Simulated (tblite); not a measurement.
C$_{5}$H$_{5}$N, charge -1, doublet, at a GFN2-xTB geometry (a state made from the parent by changing its charge; the spin is typed, not shown lowest); GFN1-xTB run with tblite 0.6.0.

tblite was given this input:
```
$ tblite run mol.xyz --method gfn1 --charge -1 --spin 1 --guess eeq --json tblite.json --no-restart

# file mol.xyz
11

C     -0.46926224     1.33866977     0.04416804
C     -1.34063257     0.23148516    -0.15690653
C     -0.83980818    -1.03142517    -0.19098206
N      0.48338475    -1.37895722    -0.04549729
C      1.30347217    -0.29127439     0.14734094
C      0.90633428     1.00744257     0.19778368
H     -0.82752945     2.36070275     0.07788898
H     -2.41048909     0.40080075    -0.28333621
H     -1.50399295    -1.88567391    -0.34506022
H      2.35844679    -0.55183637     0.26463705
H      1.63925076     1.79931966     0.35592693
```

It wrote (shortened):

```
xTB calculator
 | screened Coulomb repulsion
 | Coulomb electrostatics
 |  * isotropic Klopman-Ohno-Mataga-Nishimoto electrostatics
 |  * onsite third-order electrostatics
 | DFT-D3(BJ) dispersion correction

halogen bonding energy    0.0000000000000E+00 Eh
repulsion energy          2.4867371451400E-01 Eh
dispersion energy        -4.1624756198541E-03 Eh
number of electrons       3.1000000000000E+01 e
integral cutoff           1.9731147476801E+01 bohr

------------------------------------------------------------
  cycle        total energy    energy error   density error
------------------------------------------------------------
      1     -16.56142929649  -1.6805941E+01   7.0486179E-01
      2     -16.58605572448  -2.4626428E-02   4.2249573E-01
      3     -16.58654602076  -4.9029628E-04   3.6511976E-02
      4     -16.58706362417  -5.1760341E-04   5.9684063E-03
      5     -16.58710440926  -4.0785093E-05   2.0851220E-03
      6     -16.58711925641  -1.4847146E-05   1.3411063E-04
      7     -16.58711927538  -1.8971317E-08   2.1680034E-05
      8     -16.58711927558  -1.9869262E-10   2.0347709E-06
------------------------------------------------------------

electronic energy        -1.6831630514473E+01 Eh
total energy             -1.6587119275578E+01 Eh

Post processing:
 | Mayer-Wiberg bond orders

[Info] JSON dump of results written to 'tblite.json'
```
